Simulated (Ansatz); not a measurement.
Geometry optimisation, RKS PBE0/6-31G* (Ansatz 0.2.0).

input.yaml

```yaml
crystal:
  periodic: [false, false, false]
  atoms:
    - { symbol: B, position_ang: [-0.006326, 0.422453, -0.374142] }
    - { symbol: O, position_ang: [0.089503, 0.024734, 2.201461] }
    - { symbol: H, position_ang: [-0.860022, -0.158343, 2.179586] }
    - { symbol: Cl, position_ang: [1.370909, -0.440678, -1.071745] }
    - { symbol: O, position_ang: [-1.268729, -0.03583, -0.497485] }
    - { symbol: H, position_ang: [-1.307758, -0.898295, -0.934037] }
    - { symbol: H, position_ang: [0.169483, 1.496809, 0.109956] }
    - { symbol: H, position_ang: [0.138841, 0.96045, 1.900506] }
basis:
  gaussian: { orbitals: "6-31G*" }
hamiltonian:
  xc: pbe0
relax:
  f_tol: 0.03
  max_steps: 50
output:
  orbitals: {}
```

Run as:

```bash
$ ansatz run input.yaml --threads 1 --pin off --max-ram 2048MiB --backend cpu --events-out ev --progress --plain --runs-dir out
```

Question: Where does it end, and by what steps?

Answer: The forces met the threshold. The force dipped under the threshold on the way, but the program's further checks kept it going. After 27 steps the energy has fallen by 0.172 eV; H8 moved furthest, 0.87 Å.

| step | energy less start (eV) | largest force component (eV/Å) | accepted |
| --- | --- | --- | --- |
| 0 | 0.0000 | 0.815 | yes |
| 1 | -0.0408 | 1.535 | yes |
| 2 | -0.0649 | 0.431 | yes |
| 3 | -0.0344 | 1.671 | no |
| 4 | -0.0882 | 0.230 | yes |
| 5 | -0.1018 | 0.455 | yes |
| 6 | -0.1167 | 0.614 | yes |
| 7 | -0.1292 | 0.676 | yes |
| 8 | -0.1420 | 0.435 | yes |
| 9 | -0.1532 | 0.242 | yes |
| 10 | -0.1573 | 0.323 | yes |
| 11 | -0.1598 | 0.219 | yes |
| 12 | -0.1622 | 0.114 | yes |
| 13 | -0.1631 | 0.056 | yes |
| 14 | -0.1640 | 0.037 | yes |
| 15 | -0.1645 | 0.245 | yes |
| 16 | -0.1680 | 0.085 | yes |
| 17 | -0.1673 | 0.170 | no |
| 18 | -0.1690 | 0.033 | yes |
| 19 | -0.1699 | 0.041 | yes |
| 20 | -0.1575 | 0.698 | no |
| 21 | -0.1710 | 0.071 | yes |
| 22 | -0.1702 | 0.260 | no |
| 23 | -0.1715 | 0.019 | yes |
| 24 | -0.1717 | 0.081 | yes |
| 25 | -0.1720 | 0.049 | yes |
| 26 | -0.1719 | 0.042 | no |
| 27 | -0.1721 | 0.011 | yes |

```xyz
8
Properties=species:S:1:pos:R:3
B -0.162 0.447 -0.163
O -0.154 -0.021 1.674
H -0.856 0.515 2.075
Cl 1.454 -0.288 -0.609
O -1.308 -0.145 -0.618
H -1.161 -1.072 -0.847
H -0.169 1.640 -0.046
H 0.682 0.297 2.048
```

The run took 28 s on 1 thread of AMD EPYC 9R45 96-Core Processor (Zen 5) (shared host), peak memory 0.16 GiB.
